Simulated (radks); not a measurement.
Task: The mercury ion Hg10+, 70 electrons, occupied as [Xe] 4f14 5d2. Calculated with a radial shooting solver on a logarithmic mesh with Libxc functionals: scalar-relativistic Kohn-Sham, PBE, spin-unpolarised, spherical densities, point nucleus. Some entries of the table are withheld. Estimate them.

| orbital | occ. | eigenvalue (hartree) | <r^2> (bohr^2) |
|---|---|---|---|
| 1s | 2 | -3063.612 | 0.0003805 |
| 2s | 2 | (1) | 0.005793 |
| 2p | 6 | -473.6385 | (2) |
| 3s | 2 | -135.0130 | 0.03731 |
| 3p | 6 | -113.4392 | (3) |
| 3d | 10 | (4) | 0.03185 |
| 4s | 2 | -34.64975 | 0.1795 |
| 4p | 6 | -27.57251 | 0.2052 |
| 4d | 10 | -19.18410 | 0.2315 |
| 5s | 2 | -10.45143 | (5) |
| 4f | 14 | -9.87167 | 0.2721 |
| 5p | 6 | -8.40848 | 1.056 |
| 5d | 2 | (6) | 1.490 |

Result: 
(1) 2s eigenvalue (hartree): -548.3226
(2) 2p <r^2> (bohr^2): 0.004898
(3) 3p <r^2> (bohr^2): 0.03846
(4) 3d eigenvalue (hartree): -90.78116
(5) 5s <r^2> (bohr^2): 0.8473
(6) 5d eigenvalue (hartree): -5.94533
